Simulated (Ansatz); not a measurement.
C2H6O2, SMILES `CC(O)O` (O–C–O–H torsion 74°, O–C–O–H torsion -74°) (charge 0, multiplicity 1).

These are Ansatz (an electronic-structure program) with LDA/cc-pVTZ // PBE0-D3(BJ)/def2-TZVP values and carry that method's errors.

Ansatz 0.2 input:
```yaml
crystal:
  periodic: [false, false, false]
  atoms:
    - { symbol: C, position_ang: [-0.991002, -0.427676, -0.512223] }
    - { symbol: C, position_ang: [0.20203, 0.040981, 0.273897] }
    - { symbol: O, position_ang: [1.344243, -0.527274, -0.313475] }
    - { symbol: O, position_ang: [0.215421, 1.444518, 0.224134] }
    - { symbol: H, position_ang: [-0.891203, -0.088976, -1.544931] }
    - { symbol: H, position_ang: [-1.90592, -0.012534, -0.089955] }
    - { symbol: H, position_ang: [-1.045158, -1.516089, -0.499898] }
    - { symbol: H, position_ang: [0.130681, -0.28601, 1.323394] }
    - { symbol: H, position_ang: [2.096079, -0.4063, 0.271573] }
    - { symbol: H, position_ang: [0.844829, 1.779356, 0.867486] }
basis:
  gaussian: { orbitals: cc-pVTZ }
hamiltonian:
  xc: lda
```

Output:

```
Functional definition: SPW92
1022 factors; their error is unknown
mean field evaluation 1: about -6205.9221 eV, gradient 8.2e1 eV
mean field evaluation 2: about -6177.5284 eV, gradient 1.4e2 eV
mean field evaluation 4: about -6218.5546 eV, gradient 9.5e0 eV
mean field evaluation 8: about -6218.7273 eV, gradient 2.2e-1 eV
mean field evaluation 16: about -6218.6991 eV, gradient 2.0e-4 eV
mean field -6218.69905178 eV, -228.5329749672 hartree, gradient 3.1e-5 eV, S^2 0.000000; 0 other end points of the search recorded, 0 dependent functions left out
reference -6218.69908574 eV, -228.5329762155 hartree; 17, 17 occupied and 187, 187 virtual orbitals, 1022 factors
Total energy: -6218.69908574 eV, -228.5329762155 hartree
```
